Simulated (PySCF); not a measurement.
A geometry optimisation on `[SeH][Si@H](F)P`.

Computed with PBE0-D3(BJ)/def2-SVP geometry optimisation, gas phase (PySCF 2.14.0). Start geometry: GFN2-xTB. A driver script takes a list of jobs; this job's settings line and coordinates (Å) are shown.

Input:
```
{"job": {"xc": "PBE0", "basis": "def2-SVP", "d3": "d3bj", "grid": 1, "maxiter": 30, "shake": 0.01, "kind": "geom"}, "charge": 0, "multiplicity": 1}
F      2.033310     0.165850    -1.018300
Si     0.854520     0.055810     0.085720
P     -0.515060    -1.610230    -0.568290
Se     0.012950     2.174510     0.168350
H      1.587220    -0.246220     1.300110
H     -1.295530    -1.522730     0.568690
H     -1.344590    -0.810010    -1.296900
H     -1.277680     1.773870     0.708150
```

Output:
```
step   0  E = -3133.53022105  max force = 0.028543
step   1  E = -3133.53462763  max force = 0.005763
step   2  E = -3133.53503412  max force = 0.001174
step   3  E = -3133.53505064  max force = 0.000286
step   4  E = -3133.53505476  max force = 0.000181
optimisation converged
```

Energies in Eh; «max force» is the largest Cartesian gradient component in Eh/bohr.

Problem. Give the first gradient maximum in eV/Å.

Solution. With 1 Eh/bohr = 51.422 eV/Å, 1.468 eV/Å.

Problem. How much energy does the optimisation release, in kJ/mol?

Solution. E(step 0) − E(last step) = 0.004834 Eh, which is 12.7 kJ/mol.

Summary of the converged run: final energy -3133.53505 Eh after 4 steps; dipole 2.27 D.

Problem. Give the final coordinates.

Solution. 0.093 Å rms from the input after alignment:
```
atom  x, y, z in Å
F1     2.0615    0.2043   -1.0744
Si2    0.8949    0.0753    0.0504
P3    -0.5020   -1.5999   -0.5129
Se4   -0.0461    2.1512    0.1125
H5     1.5656   -0.2850    1.3305
H6    -1.2617   -1.4144    0.6850
H7    -1.3530   -0.7703   -1.3027
H8    -1.3041    1.6202    0.6603
```

Problem. How long does this job take on an Arm Neoverse V1 with one thread (shared host)? And the peak memory of the process?

Solution. About 21 s, with 0.42 GiB resident at the peak, the Python interpreter and its libraries included.
Labels such as C1 count atoms from 1, the log's own numbers from 0.
